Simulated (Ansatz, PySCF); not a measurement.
C₂H₃O₂, SMILES [O]C(C)=O (connectivity only; charge and spin as stated), charge -1, multiplicity 1.

Coordinates come from a PBE-D3(BJ)/def2-SVPD optimisation. The spin state was assumed, not searched. The isomer is the one that the SMILES or the coordinates give; other isomers of the formula were not compared.

Estimates of the vertical detachment energy (IE) of the anion in eV. Rows of orbital energies are one-electron estimates, which approximate functionals can put far too low.

```
level                                                                IE
----------------------------------------------------------------  -----
−ε(HOMO), −ε(LUMO), M06-2X/def2-TZVPD (PySCF)                       ___
−ε(HOMO), −ε(LUMO), PBE/def2-TZVPD (PySCF)                        -0.37
ΔSCF, ωB97X-V/def2-SVPD (Ansatz), final states of multiplicity 2   3.72
ΔSCF, PBE/def2-SVPD (Ansatz), final states of multiplicity 2       3.35
```

Q: What belongs in the gaps? (Estimate from the structure and the level; the computed values follow.)

A: 
- −ε(HOMO), −ε(LUMO), M06-2X/def2-TZVPD (PySCF), IE: 2.95

Q: What vertical singlet–triplet gap does ΔSCF give with ωB97X-V/def2-SVPD (Ansatz, a program for electronic structure) and with PBE/def2-SVPD (Ansatz)? (The exact figures need the calculation; the answer reports its results.)

A: 5.61 and 4.80 eV (triplet above singlet where positive).
